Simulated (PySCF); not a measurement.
AlH12O6, SMILES [OH2]->[Al+3](<-[OH2])(<-[OH2])(<-[OH2])(<-[OH2])<-[OH2] (connectivity only; charge and spin as stated), charge +3, multiplicity 1.

The structure is a stationary point at TPSSh-D3(BJ)/def2-SVP. The isomer is the one that the SMILES or the coordinates give; other isomers of the formula were not compared. The values are those of a single conformer.

These are B3LYP/def2-TZVP in PySCF values and carry that method's errors.

Computed frontier levels, gap, dipole moment:
The highest occupied level is -23.89 eV. The lowest empty level is -13.36 eV, the orbital gap comes out as 10.52 eV and the dipole moment about the centre of nuclear charge is 0.00 D.
